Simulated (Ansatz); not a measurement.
`C[O][SnH2][Se]C`, charge 0, multiplicity 1.

Problem. Give a relaxed structure at PBE0-D4/def2-TZVP (the Gaussian-basis code of Ansatz). (Estimate.)

Solution. Ansatz gave: 
Z-matrix (Å, degrees):
```
C
O 1 1.403
H 1 1.100 2 112.5
H 1 1.094 2 108.3 3 118.9
H 1 1.099 2 112.3 3 -122.3
Sn 2 1.968 1 119.2 3 63.0
Se 6 2.515 2 109.7 1 48.0
H 6 1.697 2 103.7 1 168.0
H 6 1.712 2 107.0 1 -68.4
C 7 1.961 6 97.0 2 -87.1
H 10 1.088 7 110.6 6 -51.5
H 10 1.088 7 110.6 6 71.4
H 10 1.089 7 106.1 6 -169.9
```
This is one stationary point; other conformers may exist.
